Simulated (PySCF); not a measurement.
Be(F)(NH2) (BeFH2N), SMILES [NH2][Be][F]. Atoms are numbered in the order given.

```xyz
5

Be     0.0000     0.0000    -0.1002
F      0.0000     0.0000    -1.4927
N      0.0000     0.0000     1.4084
H      0.0000    -0.8256     1.9878
H      0.0000     0.8256     1.9878
```
Charge 0, spin multiplicity 1.

Coordinates come from a TPSSh-D3(BJ)/def2-TZVP optimisation. One conformer was computed; it need not be the lowest.

Computed with TPSSh-D3(BJ)/def2-TZVP in PySCF.

Harmonic, unscaled wavenumbers; measured fundamentals usually lie a few per cent lower.

Problem. List the normal modes with their intensities. (Estimate from the structure and the level; the computed values follow.)

Solution. 
```
mode  ν (cm⁻¹)  IR (km/mol)  moving atoms (share of kinetic energy)
----  --------  -----------  --------------------------------------
1          254         34.0                 Be 60 %, H 28 %, F 11 %
2          309        174.8                          H 81 %, N 19 %
3          329         69.3                         Be 79 %, F 11 %
4          695          0.8                          N 46 %, F 46 %
5          699        119.6                 H 62 %, Be 20 %, N 17 %
6         1469        291.9                  Be 76 %, F 11 %, H 9 %
7         1586        127.9                          H 83 %, N 13 %
8         3576         26.3                                  H 96 %
9         3654         24.7                           H 92 %, N 8 %
```
